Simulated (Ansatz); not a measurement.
`F[SiH]([AlH2])[GeH3]` + `N[Si]1(Cl)CO1` → `[AlH2][NH][Si]1(Cl)CO1` + `F[SiH2][GeH3]`  (cleavage of the Al–Si bond)

Calculated with Ansatz (gas phase, PBE0-D4/def2-TZVP geometries, no zero-point term in ΔE). CBS: MP2 limit from def2 TZ/QZ plus the TZ coupled-cluster correction, frozen cores. Functionals use def2-TZVPP. B3LYP here is the variant with VWN-RPA as its local correlation; programs differ in this. For Ge outer-core shells are correlated without core-valence functions, which leaves a few kJ/mol of doubt a bond. Scalar relativity is left out up to krypton. One conformer a species, not always the lowest.

```json
{"level": "PBE-D4", "ΔE (kJ/mol)": "-89.0", "difference from CCSD(T)/CBS": "20.7"}
{"level": "B3LYP-D4", "ΔE (kJ/mol)": "-106.6", "difference from CCSD(T)/CBS": "3.1"}
{"level": "ωB97M-V", "ΔE (kJ/mol)": "-113.0", "difference from CCSD(T)/CBS": "-3.3"}
{"level": "B2PLYP", "ΔE (kJ/mol)": "-111.8", "difference from CCSD(T)/CBS": "-2.1"}
{"level": "PBE", "ΔE (kJ/mol)": "-87.5", "difference from CCSD(T)/CBS": "22.2"}
{"level": "PBE0", "ΔE (kJ/mol)": "-92.1", "difference from CCSD(T)/CBS": "17.6"}
{"level": "B3LYP", "ΔE (kJ/mol)": "-104.1", "difference from CCSD(T)/CBS": "5.6"}
{"level": "HF/def2-TZVPP", "ΔE (kJ/mol)": "-115.6", "difference from CCSD(T)/CBS": "-5.9"}
{"level": "MP2/def2-TZVPP", "ΔE (kJ/mol)": "-121.2", "difference from CCSD(T)/CBS": "-11.5"}
{"level": "SCS-MP2/def2-TZVPP", "ΔE (kJ/mol)": "-120.9", "difference from CCSD(T)/CBS": "-11.2"}
{"level": "CCSD(T)/def2-TZVPP", "ΔE (kJ/mol)": "-112.0", "difference from CCSD(T)/CBS": "-2.3"}
{"level": "HF/def2-QZVPP", "ΔE (kJ/mol)": "-116.9", "difference from CCSD(T)/CBS": "-7.2"}
{"level": "MP2/def2-QZVPP", "ΔE (kJ/mol)": "-120.3", "difference from CCSD(T)/CBS": "-10.6"}
{"level": "SCS-MP2/def2-QZVPP", "ΔE (kJ/mol)": "-119.9", "difference from CCSD(T)/CBS": "-10.2"}
{"level": "HF/CBS(def2)", "ΔE (kJ/mol)": "-117.1", "difference from CCSD(T)/CBS": "-7.4"}
{"level": "MP2/CBS(def2)", "ΔE (kJ/mol)": "-118.9", "difference from CCSD(T)/CBS": "-9.2"}
{"level": "CCSD(T)/CBS", "ΔE (kJ/mol)": "-109.7", "difference from CCSD(T)/CBS": "0"}
```

Largest T1 diagnostic among the species: 0.012.

From PBE to PBE0 (25 % exact exchange), in def2-TZVPP and without D4, ΔE moves by −4.6 kJ/mol.
